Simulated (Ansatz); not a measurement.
Geometry optimisation, RKS r2SCANh-D4/def2-SVP (Ansatz).

The input (input.yaml):

```yaml
crystal:
  periodic: [false, false, false]
  atoms:
    - { symbol: W, position_ang: [-0.412443, -2.0e-05, -0.549561] }
    - { symbol: Cl, position_ang: [1.363336, -3.9e-05, 2.574474] }
    - { symbol: H, position_ang: [1.826569, 0.000125, 1.327225] }
    - { symbol: F, position_ang: [-0.108848, 1.801535, -0.37671] }
    - { symbol: F, position_ang: [-1.69302, 7.0e-06, 0.762727] }
    - { symbol: F, position_ang: [-0.108941, -1.801596, -0.376775] }
    - { symbol: F, position_ang: [0.224647, -1.1e-05, -2.27008] }
basis:
  gaussian: { orbitals: def2-SVP }
hamiltonian:
  xc: r2scanh
  dispersion: d4
relax:
  f_tol: 0.03
  max_steps: 50
```

Launched with:

```bash
$ ansatz run input.yaml --threads 4 --pin off --max-ram 5120MiB --backend cpu --events-out ev --progress --plain --runs-dir out
```

Question: Where does it end, and by what steps?

Answer: The forces met the threshold. After 10 steps the energy has fallen by 0.076 eV; H3 moved furthest, 0.78 Å.

```tsv
step	energy less start (eV)	largest force component (eV/Å)	accepted
0	0.0000	1.143	yes
1	-0.0361	0.582	yes
2	-0.0440	0.686	yes
3	-0.0625	0.212	yes
4	-0.0590	0.642	no
5	-0.0684	0.077	yes
6	-0.0724	0.095	yes
7	-0.0567	0.848	no
8	-0.0733	0.104	yes
9	-0.0743	0.220	yes
10	-0.0756	0.009	yes
```

```xyz
7
Properties=species:S:1:pos:R:3
W -0.495 0.000 -0.662
Cl 1.250 0.000 2.557
H 2.355 0.000 1.902
F -0.185 1.804 -0.522
F -1.645 0.000 0.769
F -0.185 -1.804 -0.522
F -0.002 0.000 -2.431
```

Whether the end is a true minimum wasn't checked by a vibrational analysis.

Time of the run: 46 s on 4 threads of Arm Neoverse V1 (shared host), peak memory 0.3 GiB.
